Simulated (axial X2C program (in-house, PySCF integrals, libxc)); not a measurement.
Potential curves of CsSi⁺, with spin–orbit coupling

Computed with an axial X2C code built on PySCF integrals. Two-component (2c) means X2C with spin–orbit coupling and atomic mean-field two-electron Coulomb and Gaunt terms. Basis: Cs dyall-cv3z [15s15p9d4f1g], Si dyall-v3z [8s7p2d1f] (cores contracted in-house); Gaussian nuclei, density fitting, unrestricted open shells. Masses: Cs 132.905 u, Si 27.977 u.

State: Ω = 2 (⟨Sz⟩ = 1.00, ⟨Lz⟩ = 1.00 at HF). Energies in cm⁻¹ from the fragments at the same level (Cs+ + Si). Fits are polynomials in 1 − R0/R over 0.85 to 1.23 times the lowest point R0.

```
 R (Å)   CCSD    HF
3.4669         1052
3.6263  -1275   270
3.7459  -1527  -104
3.8654  -1665  -347
3.9850  -1722  -493
4.1245  -1718  -575
4.2640  -1664  -590
4.4433  -1549  -546
4.6624         -441
4.9813         -252
```

Correlated methods: 12 electrons correlated (number of frozen shells: Cs 4 s, 3 p, 2 d; Si 2 s, 1 p), 268 virtual spin orbitals or spinors in MP2, 90 natural virtuals in coupled cluster.

Occupations by symmetry block were frozen at the best pattern of an incomplete PBE0 search. Dissociation energies refer to the lowest single-determinant-based atoms at the same level and basis. CCSD ran in a truncated set of natural virtual spinors with an MP2 remainder; without triples it tends to underbind. In 2c an atomic determinant is not the ground J level, so De misses part of the atomic spin–orbit lowering. This holds for CCSD. Other states lie close and PBE0, whose exact exchange favours high spin, may order them wrongly; the determinant shown need not be the ground state. The nearest other 2c determinant of the search, Ω = 1, lies 0.25 eV up at the distance of the search. The atomic limit has a lower orbital projection than the molecule and lies lower at mean-field level, so De may be about a tenth of an eV too small. With several unpaired electrons one determinant need not be a pure state. Open-shell Ω = 0 determinants with evenly filled partner blocks cannot be reached by this program, so the Ω shown need not be the lowest component. Coupled cluster ran on the points near the minimum only. MP2 and coupled cluster on one determinant become unreliable at the stretched end.

(1) Fit the CCSD curve near its minimum: give the equilibrium distance, the harmonic wavenumber and the well depth.

(2) Fit the HF curve near its minimum: give the equilibrium distance, the harmonic wavenumber and the well depth.

Results:

(1) At CCSD, 2c: Re = 4.044 Å, ωe ≈ 69.7 cm⁻¹, De = 0.21 eV to Cs+ + Si; Be follows as 0.0446 cm⁻¹.

(2) At HF, 2c: Re = 4.233 Å, ωe ≈ 60.1 cm⁻¹, De = 0.07 eV to Cs+ + Si; Be follows as 0.0407 cm⁻¹.
